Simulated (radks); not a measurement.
Excited configurations of I: one electron is placed in a higher orbital outside [Kr] 4d10 5s2 5p4. The ground configuration is [Kr] 4d10 5s2 5p5. All-electron calculation, Dirac Kohn-Sham, LDA (Slater exchange, Perdew-Wang correlation), spin-unpolarised, spherical densities, finite nucleus; open shells are shared between the two j in proportion to 2j + 1; Fermi nuclear charge, rms radius 4.75 fm. Program: a radial shooting solver on a logarithmic mesh with Libxc functionals. Excitation = E - E(ground); binding = E(ion) - E, where the ion is the core of charge +1; n* = 1/sqrt(2 binding) in atomic units, and the quantum defect is n - n*. Eigenvalue and <r> are those of j = l + 1/2.

outer orbital,excitation (eV),binding (eV),eigenvalue (eV),<r> (bohr)
4f,10.413,0.915,-0.438,17.36
6p,8.930,2.398,-1.251,8.192
6d,10.064,1.264,-0.674,14.51
6f,10.868,0.459,-0.290,43.85
7p,10.046,1.281,-0.756,16.33
7d,10.531,0.797,-0.483,25.29
7f,10.981,0.347,-0.229,61.03

The Delta-SCF ionisation energy is 11.328 eV (NIST Atomic Spectra Database: 10.451 eV, measured). Self-interaction in the functional shifts the binding energies and quantum defects, so they are the method's values and not measured ones. Spin polarisation and multiplet splitting are left out, so open shells lie too high by an amount that depends on their filling. Sharing an open shell by 2j + 1 raises it above the true ground level by a part of the spin-orbit splitting, which enters the differences from NIST.

Beside tabulated values, note that spin-unpolarised runs miss the spin-polarisation part of the exchange energy of open shells.
